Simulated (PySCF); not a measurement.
A side-by-side comparison of computed properties.

First species: meta-cyanophenol, C7H5NO.
Bonds: N1–C2 (triple), C2–C3, C3–C4 (aromatic), C4–C5 (aromatic), C5–C6 (aromatic), C6–C7 (aromatic), C7–O8, C7–C9 (aromatic), C3–C9 (aromatic). Hydrogens: H10 on C4; H11 on C5; H12 on C6; H13 on O8; H14 on C9.

Second species: C₄H₅Br.
SMILES: `C1C(Br)=CC1`

Levels: PBE0/def2-SVPD for dipole moment, HOMO energy, LUMO energy, HOMO–LUMO gap, static isotropic polarisability and electronic spatial extent ⟨r²⟩ about the centre of nuclear charge; TDDFT PBE0/def2-SVPD for lowest singlet excitation; PBE0-D3(BJ)/def2-SVP for rotational constant A and rotational constant C. Geometries: PBE0-D3(BJ)/def2-SVP. Each species is one conformer at its optimised geometry, gas phase, non-relativistic unless stated; the electronic structure was computed with PySCF and density fitting.

The conformers computed, where there is a choice (atom-mapped SMILES and torsion angles):
- `[N:1]#[C:2][c:3]1[cH:4][cH:5][cH:6][c:7]([OH:8])[cH:9]1`: H–O8–C7–C6 180°

```
                                                         property    column X    column Y
                                                    dipole moment      1.77 D      3.72 D
                                                      HOMO energy    -7.03 eV    -7.28 eV
                                                      LUMO energy    -0.07 eV    -1.69 eV
                                                    HOMO–LUMO gap     6.96 eV     5.59 eV
                                        lowest singlet excitation     5.92 eV     4.73 eV
                                  static isotropic polarisability     68.8 au     90.3 au
electronic spatial extent ⟨r²⟩ about the centre of nuclear charge   753 bohr²  1201 bohr²
                                            rotational constant A  12.428 GHz   3.411 GHz
                                            rotational constant C   1.493 GHz   0.892 GHz
```

(1) Which column belongs to which species?

(2) How does each property change from the first species to the second?

## Answers

(1) Column X is the second species and column Y the first. The first has 14 atoms and 62 electrons, the second 10 and 64.

(2) dipole moment -1.95 D; HOMO energy +0.25 eV; LUMO energy +1.62 eV; HOMO–LUMO gap +1.37 eV; lowest singlet excitation +1.19 eV; static isotropic polarisability -21.5 au; electronic spatial extent ⟨r²⟩ about the centre of nuclear charge -448 bohr²; rotational constant A +9.017 GHz; rotational constant C +0.601 GHz.

On the first: No computed singlet falls in the visible range (750 to 380 nm, 1.65 to 3.26 eV); S1 lies 1.47 eV above its blue end.

On the second: No computed singlet falls in the visible range (750 to 380 nm, 1.65 to 3.26 eV); S1 lies 2.66 eV above its blue end. Relativistic effects, spin–orbit coupling among them, are left out although an element past zinc is present.
